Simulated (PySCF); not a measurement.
First SCF of a structure search on singlet [RuF3]+, at a hand-made trigonal pyramidal geometry. PySCF input:

```python
from pyscf import gto, scf, dft
mol = gto.M(atom='''
Ru     0.000000     0.000000     0.000000
F      1.635400     0.000000     0.869600
F     -0.817700     1.416300     0.869600
F     -0.817700    -1.416300     0.869600''',
    basis={'Ru': 'def2-TZVP', 'F': 'def2-TZVP'},
    ecp={'Ru': 'def2-TZVP'},
    charge=1, spin=0)
mf = dft.RKS(mol, xc='PBE0')
mf.grids.atom_grid = (50, 194)
aux = {'Ru': 'def2-universal-JKFIT', 'F': 'def2-universal-JKFIT'}
mf = mf.density_fit(auxbasis=aux)
mf.conv_tol = 1e-08
mf.diis_space = 10
mf.max_cycle = 60
mf.init_guess = 'minao'
mf.verbose = 4
mf.kernel()
```

Excerpt of the output (cycles and frontier levels):

```
init E= -386.298798559976
cycle= 1 E= -393.681001246719  delta_E= -7.38  |g|= 0.802  |ddm|= 4.12
  HOMO = -0.55181066644117  LUMO = -0.513483702637558  gap/eV = 1.04293
cycle= 2 E= -392.043638842295  delta_E= 1.64  |g|= 3.21  |ddm|= 1.67
  HOMO = -0.55161242419208  LUMO = -0.489526746594937  gap/eV = 1.68944
cycle= 3 E= -393.77664992906  delta_E= -1.73  |g|= 0.379  |ddm|= 1.36
  HOMO = -0.591096774639916  LUMO = -0.528412842556584  gap/eV = 1.70572
cycle= 4 E= -393.780792045981  delta_E= -0.00414  |g|= 0.341  |ddm|= 0.341
  HOMO = -0.603069384919511  LUMO = -0.532268426710331  gap/eV = 1.92659
cycle= 5 E= -393.799790556753  delta_E= -0.019  |g|= 0.0998  |ddm|= 0.188
  HOMO = -0.594767927107502  LUMO = -0.521674968773187  gap/eV = 1.98896
cycle= 6 E= -393.801766767548  delta_E= -0.00198  |g|= 0.0139  |ddm|= 0.0592
  HOMO = -0.596139568831528  LUMO = -0.521661581171312  gap/eV = 2.02665
cycle= 7 E= -393.80186719059  delta_E= -0.0001  |g|= 0.00553  |ddm|= 0.0273
  HOMO = -0.596529939840165  LUMO = -0.521601924463649  gap/eV = 2.03890
cycle= 8 E= -393.801888006493  delta_E= -2.08e-05  |g|= 0.00179  |ddm|= 0.0133
  HOMO = -0.596617473408264  LUMO = -0.521435933402724  gap/eV = 2.04579
cycle= 9 E= -393.801891603673  delta_E= -3.6e-06  |g|= 0.000858  |ddm|= 0.00787
  HOMO = -0.596633882336019  LUMO = -0.52142079046207  gap/eV = 2.04665
cycle= 10 E= -393.801891831199  delta_E= -2.28e-07  |g|= 0.00018  |ddm|= 0.000998
  HOMO = -0.596625177685902  LUMO = -0.521398156018822  gap/eV = 2.04703
cycle= 11 E= -393.80189186585  delta_E= -3.47e-08  |g|= 8.84e-05  |ddm|= 0.000559
  HOMO = -0.596628488020292  LUMO = -0.521396047035289  gap/eV = 2.04718
cycle= 12 E= -393.801891874969  delta_E= -9.12e-09  |g|= 3.45e-05  |ddm|= 0.0003
  HOMO = -0.596634139076322  LUMO = -0.521400959148394  gap/eV = 2.04720
Extra cycle  E= -393.801891875887  delta_E= -9.18e-10  |g|= 7.71e-05  |ddm|= 0.000124
converged SCF energy = -393.801891875887
```

This is not the lowest solution: all starts ended here, but a stability analysis within the same restricted form found one 6.3 kJ/mol lower, at -393.80427 Eh.

At the minimum of this search the closed-shell solution is unstable towards spin polarisation, so a lower open-shell solution exists.

The search for the lowest solution, 3 starts and the stability check together, took 11 s on 4 threads of a shared Intel Xeon 6975P-C (Granite Rapids) host, with 133 basis functions; the process peaked at 0.55 GiB. Launch command: `OMP_NUM_THREADS=4 python axn.py task.json out`.
